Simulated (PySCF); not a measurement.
Two-component Hartree-Fock for Re+ (rhenium, charge +1)

Start: [Xe] 4f14 5d4 6s2; 5d5/2 filled at m_j = -1/2, +1/2, +3/2, +5/2. Calculated with PySCF 2.14 in x2c-TZVPall-2c with one added diffuse shell each of s, p, d type (12s12p11d2f, 117 functions): generalised Hartree-Fock with the X2C-1e Hamiltonian and a Gaussian nucleus; spin-orbit coupling (SO) screened by Boettger's factors. This is a chosen level, not necessarily the ground level.

```json
{"spinor shell": "1s1/2", "electrons": "2", "ε, screened SO (eV)": "-72054.5", "weight of nominal j (screened SO)": "1.000", "rms radius, screened SO (bohr)": "0.0204"}
{"spinor shell": "2s1/2", "electrons": "2", "ε, screened SO (eV)": "-12641.2", "weight of nominal j (screened SO)": "1.000", "rms radius, screened SO (bohr)": "0.0824"}
{"spinor shell": "2p1/2", "electrons": "2", "ε, screened SO (eV)": "-12074.5", "weight of nominal j (screened SO)": "1.000", "rms radius, screened SO (bohr)": "0.0700"}
{"spinor shell": "2p3/2", "electrons": "4", "ε, screened SO (eV)": "-10629.1", "weight of nominal j (screened SO)": "1.000", "rms radius, screened SO (bohr)": "0.0775"}
{"spinor shell": "3s1/2", "electrons": "2", "ε, screened SO (eV)": "-2996.5", "weight of nominal j (screened SO)": "1.000", "rms radius, screened SO (bohr)": "0.210"}
{"spinor shell": "3p1/2", "electrons": "2", "ε, screened SO (eV)": "-2744.1", "weight of nominal j (screened SO)": "1.000", "rms radius, screened SO (bohr)": "0.202"}
{"spinor shell": "3p3/2", "electrons": "4", "ε, screened SO (eV)": "-2425.0", "weight of nominal j (screened SO)": "1.000", "rms radius, screened SO (bohr)": "0.217"}
{"spinor shell": "3d3/2", "electrons": "4", "ε, screened SO (eV)": "-2005.9", "weight of nominal j (screened SO)": "1.000", "rms radius, screened SO (bohr)": "0.192"}
{"spinor shell": "3d5/2", "electrons": "6", "ε, screened SO (eV)": "-1937.2", "weight of nominal j (screened SO)": "1.000", "rms radius, screened SO (bohr)": "0.196"}
{"spinor shell": "4s1/2", "electrons": "2", "ε, screened SO (eV)": "-665.59", "weight of nominal j (screened SO)": "1.000", "rms radius, screened SO (bohr)": "0.468"}
{"spinor shell": "4p1/2", "electrons": "2", "ε, screened SO (eV)": "-559.00", "weight of nominal j (screened SO)": "1.000", "rms radius, screened SO (bohr)": "0.476"}
{"spinor shell": "4p3/2", "electrons": "4", "ε, screened SO (eV)": "-483.70", "weight of nominal j (screened SO)": "1.000", "rms radius, screened SO (bohr)": "0.509"}
{"spinor shell": "4d3/2", "electrons": "4", "ε, screened SO (eV)": "-308.32", "weight of nominal j (screened SO)": "1.000", "rms radius, screened SO (bohr)": "0.531"}
{"spinor shell": "4d5/2", "electrons": "6", "ε, screened SO (eV)": "-293.98", "weight of nominal j (screened SO)": "1.000", "rms radius, screened SO (bohr)": "0.543"}
{"spinor shell": "5s1/2", "electrons": "2", "ε, screened SO (eV)": "-109.72", "weight of nominal j (screened SO)": "1.000", "rms radius, screened SO (bohr)": "1.11"}
{"spinor shell": "5p1/2", "electrons": "2", "ε, screened SO (eV)": "-75.044", "weight of nominal j (screened SO)": "0.962", "rms radius, screened SO (bohr)": "1.23"}
{"spinor shell": "4f5/2", "electrons": "6", "ε, screened SO (eV)": "-70.592", "weight of nominal j (screened SO)": "0.991", "rms radius, screened SO (bohr)": "0.637"}
{"spinor shell": "4f7/2", "electrons": "8", "ε, screened SO (eV)": "-68.085", "weight of nominal j (screened SO)": "0.990", "rms radius, screened SO (bohr)": "0.643"}
{"spinor shell": "5p3/2", "electrons": "4", "ε, screened SO (eV)": "-62.666", "weight of nominal j (screened SO)": "0.973", "rms radius, screened SO (bohr)": "1.32"}
{"spinor shell": "5d5/2", "electrons": "4", "ε, screened SO (eV)": "-20.086", "weight of nominal j (screened SO)": "0.566", "rms radius, screened SO (bohr)": "1.94"}
{"spinor shell": "6s1/2", "electrons": "2", "ε, screened SO (eV)": "-15.598", "weight of nominal j (screened SO)": "0.668", "rms radius, screened SO (bohr)": "2.80"}
```

| quantity | screened SO |
| --- | --- |
| E (hartree) | -16700.32947 |
| M_J | 4 |
| ⟨J²⟩ | 24.575 |
| ⟨L²⟩ | 10.695 |
| ⟨S²⟩ | 5.794 |

The determinant has a definite M_J but mixes levels of different J.

Each row is a mean over spinors that exchange with the open shell spreads, by up to 6.602 eV (5p3/2).

Rows whose weight is well below 1 are mixtures of j = l ± 1/2: exchange outweighs spin-orbit coupling there, and the label is only the starting occupation.

Breit and QED terms are absent; they matter most for the inner s and p1/2 levels.

Densities and radii are taken from the X2C orbitals without a picture-change correction, which distorts them close to the nucleus.
